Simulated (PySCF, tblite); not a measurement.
Compound: C9H8F2.
SMILES with atom numbers: `[F:1][CH2:2][c:3]1[c:4]([F:5])[cH:6][cH:7][c:8]2[c:9]1[CH2:10][CH2:11]2` (hydrogens: H12, H13 on C2; H14 on C6; H15 on C7; H16, H17 on C10; H18, H19 on C11)

Structure used (GFN2-xTB), in Å, numbered top down from 1:
```
atom  x, y, z in Å
F1     1.8026   -2.3655    0.1575
C2     2.1550   -1.1837   -0.4395
C3     1.0418   -0.1818   -0.3623
C4     1.1895    1.0970   -0.9145
F5     2.3691    1.3895   -1.5172
C6     0.2135    2.0742   -0.8846
C7    -1.0216    1.8324   -0.2804
C8    -1.1827    0.5845    0.2650
C9    -0.1837   -0.3897    0.2261
C10   -1.0222   -1.3987    0.9608
C11   -2.1370   -0.3162    1.0063
H12    2.4072   -1.4102   -1.4828
H13    3.0514   -0.8159    0.0749
H14    0.4292    3.0284   -1.3389
H15   -1.7829    2.5964   -0.2582
H16   -1.2656   -2.2899    0.3866
H17   -0.6272   -1.6975    1.9293
H18   -2.4030    0.0255    2.0048
H19   -3.0433   -0.5695    0.4596
```

Theory: PBE0/pcSseg-1 in PySCF (dipole) on a GFN2-xTB geometry, gas phase.

Masses are those of the commonest isotopes; rigid-rotor values at the optimised geometry. The values belong to one conformer with, in the numbering `[F:1][CH2:2][c:3]1[c:4]([F:5])[cH:6][cH:7][c:8]2[c:9]1[CH2:10][CH2:11]2`, F1–C2–C3–C4 180°.

What are A, B and C (MHz)?

Ia = 368.91, Ib = 420.31, Ic = 779.66 u·Å²; 505379 MHz·u·Å²/I gives A = 1370, B = 1202, C = 648.2 MHz.

What kind of rotor is it?

An asymmetric top; Ray's κ = 0.536.

What does the inertial defect say?

Not planar: Δ = Ic − Ia − Ib = -9.56 u·Å². For a rigid frame Δ = −2 Σ m c², so Σ m c² = 4.78 u·Å² lies off the ab plane, practically all of it from hydrogen. The atom farthest from that plane is 0.90 Å away.

Give the other two planar moments, Paa and Pbb, and the rms extents of the mass along the axes.

Paa = Σ m a² = (Ib + Ic − Ia)/2 = 415.53 and Pbb = Σ m b² = (Ia + Ic − Ib)/2 = 364.13 u·Å². With the mass M = 154.06 u, the rms extents √(P/M) along a, b and c are 1.64, 1.54, 0.18 Å.

Which types of transition are allowed, and where do some lines up to J = 3 fall?

The dipole components are |μa| = 1.23 D, |μb| = 0.69 D, |μc| = 0.00 D; the mirror of this Cs structure is the ab plane, so μc vanishes by symmetry and there are no c-type lines. The squared components, which scale the intensities, stand as 1.00 : 0.32 (a : b). Some lines, for components of 0.1 D or more:

| type | branch | J(Ka,Kc) | MHz | lower level (cm⁻¹) |
| --- | --- | --- | --- | --- |
| a | Q | 2(2,0) ← 2(2,1) | 419 | 0.245 |
| a | Q | 1(1,0) ← 1(1,1) | 554 | 0.067 |
| b | Q | 1(1,0) ← 1(0,1) | 722 | 0.062 |
| b | Q | 2(2,0) ← 2(1,1) | 922 | 0.228 |
| b | Q | 3(3,0) ← 3(2,1) | 1273 | 0.478 |
| a | Q | 3(2,1) ← 3(2,2) | 1434 | 0.430 |
| b | Q | 3(2,1) ← 3(1,2) | 1590 | 0.425 |
| a | Q | 2(1,1) ← 2(1,2) | 1663 | 0.172 |
| b | Q | 2(1,1) ← 2(0,2) | 1695 | 0.171 |
| b | R | 1(1,1) ← 0(0,0) | 2018 | 0.000 |
| b | Q | 2(2,1) ← 2(1,2) | 2165 | 0.172 |
| b | Q | 3(3,1) ← 3(2,2) | 2435 | 0.430 |
| b | Q | 3(1,2) ← 3(0,3) | 3057 | 0.323 |
| b | R | 2(0,2) ← 1(1,1) | 3114 | 0.067 |
| a | R | 2(0,2) ← 1(0,1) | 3282 | 0.062 |
| b | R | 2(1,2) ← 1(0,1) | 3315 | 0.062 |
| a | R | 2(1,1) ← 1(1,0) | 4255 | 0.086 |
| a | R | 3(1,3) ← 2(1,2) | 4508 | 0.172 |
| a | R | 3(0,3) ← 2(0,2) | 4537 | 0.171 |
| b | R | 3(1,2) ← 2(2,1) | 5396 | 0.245 |
| b | R | 2(2,0) ← 1(1,1) | 5731 | 0.067 |
| b | R | 3(2,2) ← 2(1,1) | 6054 | 0.228 |
| a | R | 3(2,1) ← 2(2,0) | 6567 | 0.258 |
| b | R | 3(3,1) ← 2(2,0) | 7568 | 0.258 |
| b | R | 3(3,0) ← 2(2,1) | 8259 | 0.245 |
| b | R | 3(2,1) ← 2(1,2) | 9151 | 0.172 |

Its GFN2-xTB frequencies are all real (lowest 28 cm⁻¹). Zero-point vibration and centrifugal distortion are left out.
